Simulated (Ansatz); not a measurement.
Reactions of CH3AlFNO (`N=[C](O)[AlH][F]`).

Isolated molecules relaxed with PBE0-D4/def2-TZVP in Ansatz; ΔE leaves out vibrations. CCSD(T)/CBS is the MP2 limit (def2-TZVPP, def2-QZVPP) plus CCSD(T) − MP2 in def2-TZVPP, frozen cores. This one scheme is used for every species. For Se outer-core shells are correlated without core-valence functions, which leaves a few kJ/mol of doubt a bond. Scalar relativity is left out up to krypton. Each species was taken in one conformer, which may not be the lowest.

| reaction | HF/CBS(def2) (kJ/mol) | CCSD(T)/CBS(def2) (kJ/mol) |
| --- | --- | --- |
| `N=[C](O)[AlH][F]` + `B[SiH2]F` → `[F][AlH][F]` + `B[SiH2]C(=N)O` | -44 | -54 |
| `N=[C](O)[AlH][F]` + HCl → `N=[C](Cl)[AlH][F]` + H₂O | 17 | 0 |
| `N=[C](O)[AlH][F]` + `C[SeH]` → `C[Se][AlH][F]` + `N=CO` | -140 | -135 |
| `N=[C](O)[AlH][F]` + H₂S → `N=[C](O)[AlH][SH]` + H–F | 84 | 64 |
| `N=[C](O)[AlH][F]` + `[SiH3]Cl` → `[F][AlH][SiH2]Cl` + `N=CO` | -16 | -14 |
| `N=[C](O)[AlH][F]` + `C=C(O)[SiH3]` → `C=C([SiH3])[O][AlH][F]` + `N=CO` | -172 | -154 |
| `N=[C](O)[AlH][F]` + `N[SiH3]` → `[F][AlH][NH][SiH3]` + `N=CO` | -136 | -126 |

Largest T1 diagnostic: 0.015, for `N=[C](O)[AlH][F]`.
